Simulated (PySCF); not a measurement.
**Simulated absorption spectrum**

Compound: C3H6Cl2OSi.
Z-matrix (Å and degrees, GFN2-xTB geometry), rows numbered from 1:
```
C 
C   1  1.3227
O   2  1.3559  1  128.52
C   3  1.4190  2  117.46  1     0.73
Si  4  1.9115  3  105.75  2   179.36
Cl  5  2.0192  4  107.89  3   174.63
Cl  5  2.0048  4  109.31  3   -65.37
H   1  1.0749  2  123.60  3     0.05
H   1  1.0731  2  119.87  3   179.88
H   2  1.0818  1  122.17  3  -179.92
H   4  1.0969  3  109.82  2   -59.72
H   4  1.0982  3  109.86  2    57.94
H   5  1.4547  4  110.11  3    55.43
```

Theory: PySCF, TDDFT CAM-B3LYP/def2-SVPD, vertical, gas phase, core orbitals frozen in the response.

Broadening: Gaussians 0.4 eV wide at half height, area fixed by f = 4.319×10⁻⁹ ∫ε dν̃. The width is an assumption, not a result. The curve ends short of the highest state used, and states not computed would add to its high-energy end.

λ (nm), ε (L mol⁻¹ cm⁻¹) and a bar:
```
    166.4      11783 ###############
    167.7      16514 #####################
    169.0      20782 ##########################
    170.3      23504 #############################
    171.6      23974 ##############################
    172.9      22170 ############################
    174.2      18715 #######################
    175.5      14559 ##################
    176.8      10599 #############
    178.1       7416 #########
    179.3       5352 #######
    180.6       3991 #####
    181.9       3309 ####
    183.2       3026 ####
    184.5       2899 ####
    185.8       2761 ###
    187.1       2530 ###
    188.4       2196 ###
    189.7       1793 ##
    191.0       1377 ##
    192.2       1021 #
    193.5        698 #
    194.8        450 #
    196.1        274 
    197.4        158 
    198.7         87 
    200.0         45 
    201.3         23 
    202.6         11 
    203.9          5
```

(1) Where are the band maxima, and which computed states make them?

(2) Coming from long wavelengths, where does ε first pass 100 L mol⁻¹ cm⁻¹?

(3) On this curve, what absorbance would a 10⁻³ mol/L sample give at 193 nm over a 1 cm path?

## Answers

(1) 171 nm (7.24 eV), ε about 24000, made up of S3 (98%) (ε in L mol⁻¹ cm⁻¹; maxima over ε = 5, shares over 10%). The states used: S1 6.68 eV (f 0.038); S2 7.02 eV (f 0.013); S3 7.24 eV (f 0.349); S4 7.43 eV (f 0.0024); S5 7.52 eV (f 0.0032); S6 7.69 eV (f 0.0062); S7 7.88 eV (f 0.0058); S8 8.05 eV (f 0.0059).

(2) At about 198 nm (6.25 eV), 0.43 eV below S1.

(3) 193 nm is 6.424 eV, where ε is about 810 L mol⁻¹ cm⁻¹, so A = ε c l ≈ 0.81 (Beer–Lambert, with the gas-phase spectrum and the assumed width).

One conformer stands for the species.
